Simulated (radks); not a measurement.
Correlation energies from several functionals, in hartree. Species: Xe [Xe]; Zr4+ [Kr]; Tb4+ [Xe] 4f7; Ar [Ar]; P4+ [Ne] 3s1. Method: non-relativistic Kohn-Sham, LDA (Slater exchange, Perdew-Wang correlation), spin-polarised, spherical densities, point nucleus; computed with a radial shooting solver on a logarithmic mesh with Libxc functionals. Every spin shell is full or empty, so the densities are truly spherical. Functionals are evaluated on that one density, not self-consistently.

| functional | Xe | Zr4+ | Tb4+ | Ar | P4+ |
|---|---|---|---|---|---|
| PW92 | -5.1782 | -3.4738 | -6.2279 | -1.4232 | -0.93605 |
| VWN5 | -5.2002 | -3.4895 | -6.2545 | -1.4296 | -0.94085 |
| PBE | -2.9155 | -1.8539 | -3.5448 | -0.70328 | -0.40661 |
| LYP | -2.7462 | -1.8260 | -3.2442 | -0.75160 | -0.46529 |
| TPSS | -2.9174 | -1.8572 | -3.5460 | -0.70769 | -0.40809 |
| revTPSS | -2.9530 | -1.8812 | -3.5789 | -0.72498 | -0.41724 |
| r2SCAN | -2.9265 | -1.8601 | -3.5870 | -0.69880 | -0.40941 |
| Tao-Mo | -2.8172 | -1.7767 | -3.4506 | -0.64897 | -0.36897 |
